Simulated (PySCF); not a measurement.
RbSb: from constants to spectrum

r²SCAN constants of RbSb, ³Σ⁻ (triplet), unpaired electrons π ↑↑ (PySCF, scalar-relativistic core potentials, basis sets Rb def2-SVPD with ECP28, Sb def2-SVPD with ECP28; masses 84.9118 and 120.9038 u):

- ωe: 105.8 cm⁻¹
- ωexe: 0.332 cm⁻¹
- Be: 0.027367 cm⁻¹
- αe: 0.000103 cm⁻¹
- De to Rb + Sb: 1.15 eV

Problem. What force constant and bond length do these constants imply?

Solution. Reduced mass μred = 49.880 u; k = 5.8918×10⁻⁷·μred·ωe² (u, cm⁻¹, mdyn/Å) = 0.329 mdyn/Å; Re = √(16.8576/(μred·Be)) (u, cm⁻¹, Å) = 3.514 Å.

Problem. Estimate the centrifugal constant D from the Kratzer relation and find the Dunham coefficient a1.

Solution. D = 4Be³/ωe² = 7.32e-09 cm⁻¹; a1 = −1 − αeωe/(6Be²) = -3.43.

Spin–orbit coupling is left out, which matters for elements this heavy, above all for dissociation energies. The state is the lowest determinant that a PBE0 search found; another state may lie lower at other levels.
